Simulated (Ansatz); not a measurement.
Q: Name a neutral molecule of Cl, N, Si, Zn and H with HOMO–LUMO gap (PBE/def2-TZVPP) between 4.00 and 4.30 eV and HOMO energy (ωB97M-V/def2-TZVPP) between -10.05 and -9.75 eV (Ansatz, PBE0-D4/def2-TZVP geometry).

A: `[SiH3][N]([SiH3])[Zn][Cl]` (4.09 eV, -9.97 eV). Other molecules can fit too; these were computed, each in one conformer that needn't be the lowest.
